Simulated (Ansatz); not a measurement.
A calculation with Ansatz (development build ahead of 0.2.0).

```yaml
crystal:
  periodic: [false, false, false]
  atoms:
    - { symbol: Ti, position_ang: [0.0, 0.0, 0.0] }
    - { symbol: Br, position_ang: [0.0, 0.0, 2.875] }
basis:
  gaussian: { orbitals: pcseg-2 }
magnetization:
  spin_polarized: true
  initial_magnetization: 3
hamiltonian:
  xc: pbe0
```

The input is written out in the form of the current development build from the run's settings.

Results

* Converged: yes
* Total energy: -3423.14637 hartree
* Spin squared of the determinant: 3.758
* Stability test: minimum

Caution: other spin multiplicities were not run.
